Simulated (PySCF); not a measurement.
**Correlation energy of Mn (manganese, neutral)**

[Ar] 3d7, high-spin 4F determinant (an excited configuration). All numbers are calculated (PySCF 2.14, the non-relativistic Hamiltonian (point nucleus), in aug-cc-pVDZ). Frozen: [Ar]; 7 electrons correlated.

```tsv
level	correlation energy (mhartree)
CCSD	-196.83
(T)	-10.57
CCSD(T)	-207.40
```

Diagnostics: T1 = 0.078, D1 = 0.1351, largest double amplitude 0.058.

T1 exceeds 0.03, a sign that the reference determinant is poor.

Cost of the coupled-cluster step: of the order of 9 core-seconds, for 7 correlated electrons.
